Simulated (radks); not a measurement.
Q: Species: the neon ion Ne2+. Configuration: 2s2 2p4 3p2 (not the ground configuration). Method: Dirac Kohn-Sham, LDA (Slater exchange, Perdew-Wang correlation), spin-unpolarised, spherical densities, finite nucleus; open shells fill j = l - 1/2 first; Fermi nuclear charge, rms radius 3.0055 fm; computed with a radial shooting solver on a logarithmic mesh with Libxc functionals.

Spin-orbit splittings of the eigenvalues, e(l+1/2) - e(l-1/2), with zeta = 2 splitting/(2l+1) and mean radii in bohr:

| shell | occ. | splitting (eV) | zeta (eV) | <r> j=l-1/2 | <r> j=l+1/2 |
|---|---|---|---|---|---|
| 2p | 4 | 0.2858 | 0.1905 | 0.6210 | 0.6224 |
| 3p | 2 | 0.03006 | 0.02004 | 2.324 | 2.327 |
| 3d | 0 | ? | ? | 2.729 | 2.729 |
| 4p | 0 | 0.008387 | 0.005591 | 5.319 | 5.324 |
| 4f | 0 | 0.00008449 | 0.00002414 | 6.374 | 6.374 |

Estimate the 3d splitting.

A: 0.002093 eV (zeta = 0.0008373 eV).
